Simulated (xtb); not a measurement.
C$_{2}$H$_{6}$N, charge -1, singlet, from a rough starting geometry; xtb 6.7.1 with GFN2-xTB.

xtb was given this input:
```
$ xtb mol.xyz --gfn 2 --chrg -1 --opt vtight --json

# file mol.xyz
9

C      1.04935786    -0.20630341    -0.11786090
C     -0.21557103     0.83119433    -0.06659673
N     -1.51220082     0.14182618    -0.06982465
H      2.00577302     0.43752005    -0.09025996
H      1.03946562    -0.77670903     0.77591060
H      1.06156161    -0.78382529    -1.03491661
H     -0.16548753     1.43576727     0.74712306
H     -1.53010030    -0.53439915     0.74442312
H     -1.56683044    -0.50289967    -0.91998642
```

Question: What does xtb print? Leave out banner, timings and long lists.

Answer: 
```
   ID    Z sym.   atoms
    1    6 C      1, 2
    2    7 N      3
    3    1 H      4-9

           -------------------------------------------------
          |                Calculation Setup                |
           -------------------------------------------------

           -------------------------------------------------
          |                 G F N 2 - x T B                 |
           -------------------------------------------------

          ...................................................
          :                      SETUP                      :
          :.................................................:
          :  # basis functions                  18          :
          :  # atomic orbitals                  18          :
          :  # shells                           12          :
          :  # electrons                        20          :
          :  max. iterations                   250          :
          :  Hamiltonian                  GFN2-xTB          :
          :  restarted?                      false          :
          :  GBSA solvation                  false          :
          :  PC potential                    false          :
          :  electronic temp.          300.0000000     K    :
          :  accuracy                    1.0000000          :
          :  -> integral cutoff          0.2500000E+02      :
          :  -> integral neglect         0.1000000E-07      :
          :  -> SCF convergence          0.1000000E-05 Eh   :
          :  -> wf. convergence          0.1000000E-03 e    :
          :  Broyden damping             0.4000000          :
          :  net charge                         -1          :
          :  unpaired electrons                  0          :
          ...................................................

 iter      E             dE          RMSdq      gap      omega  full diag
   1    -10.3438771 -0.103439E+02  0.437E+00    8.32       0.0  T
   2    -10.4167751 -0.728980E-01  0.244E+00    6.85       1.0  T
   3    -10.4194665 -0.269141E-02  0.135E+00    7.04       1.0  T
   4    -10.4196311 -0.164608E-03  0.218E-01    6.98       1.0  T
   5    -10.4196692 -0.380965E-04  0.683E-02    6.97       1.0  T
   6    -10.4196699 -0.700547E-06  0.265E-02    6.98       1.3  T
   7    -10.4196700 -0.136950E-06  0.330E-03    6.98      10.1  T
   8    -10.4196700 -0.318157E-08  0.658E-04    6.98      50.6  T
   9    -10.4196700 -0.110438E-08  0.208E-04    6.98     160.6  T

[...]
         :: total energy             -10.300497438433 Eh    ::
 * total energy  :   -10.3004974 Eh     change       -0.4172840E-10 Eh
 * total energy  :   -10.3196938 Eh     change       -0.1919635E-01 Eh
 * total energy  :   -10.3225912 Eh     change       -0.2897367E-02 Eh
 * total energy  :   -10.3230385 Eh     change       -0.4473890E-03 Eh
 * total energy  :   -10.3231755 Eh     change       -0.1369944E-03 Eh
 * total energy  :   -10.3231993 Eh     change       -0.2379305E-04 Eh
 * total energy  :   -10.3232047 Eh     change       -0.5393731E-05 Eh
 * total energy  :   -10.3232058 Eh     change       -0.1111711E-05 Eh
 * total energy  :   -10.3232060 Eh     change       -0.2058071E-06 Eh
 * total energy  :   -10.3232061 Eh     change       -0.4521842E-07 Eh
   *** GEOMETRY OPTIMIZATION CONVERGED AFTER 10 ITERATIONS ***
         :: total energy             -10.323206091912 Eh    ::
[...]
     2   6 C        2.793    -0.256    34.953     9.685
     3   7 N        2.623    -0.381    29.841     8.113
     4   1 H        0.923    -0.071     4.655     3.374
     5   1 H        0.918    -0.102     5.631     3.711
     6   1 H        0.923    -0.074     4.723     3.399
     7   1 H        0.916    -0.165     8.532     4.569
     8   1 H        0.858     0.028     2.639     2.545
     9   1 H        0.859     0.051     2.320     2.386

 Mol. C6AA /au·bohr⁶  :        824.063223
 Mol. C8AA /au·bohr⁸  :      15981.485623
 Mol. α(0) /au        :         44.348709

Wiberg/Mayer (AO) data.
largest (>0.10) Wiberg bond orders for each atom

 ---------------------------------------------------------------------------
     #   Z sym  total        # sym  WBO       # sym  WBO       # sym  WBO
 ---------------------------------------------------------------------------
     1   6 C    3.923 --     2 C    0.986     4 H    0.984     6 H    0.982
                             5 H    0.953
     2   6 C    2.943 --     1 C    0.986     3 N    0.952     7 H    0.951
     3   7 N    2.938 --     9 H    0.987     8 H    0.970     2 C    0.952
     4   1 H    0.995 --     1 C    0.984
     5   1 H    0.990 --     1 C    0.953
     6   1 H    0.995 --     1 C    0.982
     7   1 H    0.973 --     2 C    0.951
     8   1 H    0.999 --     3 N    0.970
     9   1 H    0.997 --     3 N    0.987
 ---------------------------------------------------------------------------

Topologies differ in total number of bonds
Writing topology from bond orders to xtbtopo.mol

molecular dipole:
                 x           y           z       tot (Debye)
 q only:        0.312      -0.804      -0.151
   full:        0.676      -1.639       0.328       4.584
molecular quadrupole (traceless):
                xx          xy          yy          xz          yz          zz
 q only:       -2.510       1.495       0.008       0.154      -0.648       2.502
  q+dip:       -2.830       2.798      -0.838       0.052       1.148       3.668
   full:       -2.646       3.139      -0.788       0.064       1.378       3.435

optimized geometry written to: xtbopt.xyz

           -------------------------------------------------
          | TOTAL ENERGY              -10.323206091912 Eh   |
          | GRADIENT NORM               0.000070042390 Eh/α |
          | HOMO-LUMO GAP               8.400185585860 eV   |
           -------------------------------------------------

normal termination of xtb
```
